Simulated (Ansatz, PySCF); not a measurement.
TaCl4, SMILES [Cl][Ta+]([Cl])([Cl])[Cl], charge +1, multiplicity 1. Atoms are numbered in the order given.

```xyz
5

Ta     0.0000     0.0000     0.0000
Cl     1.2905     1.2905    -1.2905
Cl    -1.2905     1.2905     1.2905
Cl    -1.2905    -1.2905    -1.2905
Cl     1.2905    -1.2905     1.2905
```
Charge +1, spin multiplicity 1.

Coordinates come from a PBE-D3(BJ)/def2-SVP optimisation. The multiplicity is an assumed one; no other spin state was optimised. The isomer is the one that the SMILES or the coordinates give; other isomers of the formula were not compared. The def2 effective core potentials stand for the cores of Ta; spin–orbit coupling is left out.

Vertical ionisation energy (IE) and electron affinity (EA) in eV. Rows of orbital energies are one-electron estimates. Where ΔSCF, EOM or ADC give a negative EA the extra electron is unbound and the value depends on the basis.

| level | IE | EA |
|---|---|---|
| −ε(HOMO), −ε(LUMO), HF/def2-TZVP (PySCF) | 18.26 | 5.34 |
| −ε(HOMO), −ε(LUMO), PBE/def2-TZVP (PySCF) | 13.70 | 9.44 |
| ΔSCF, CAM-B3LYP/def2-SVPD (Ansatz), final states of multiplicity 2 and 2 | 17.31 | 7.37 |
| ΔSCF, PBE/def2-SVPD (Ansatz), final states of multiplicity 2 and 2 | 16.46 | 6.82 |

**Question.** What vertical singlet–triplet gap does ΔSCF give with CAM-B3LYP/def2-SVPD (Ansatz, a program for electronic structure) and with PBE/def2-SVPD (Ansatz)? (The exact figures need the calculation; the answer reports its results.)

**Answer.** 4.57 and 4.19 eV (triplet above singlet where positive).
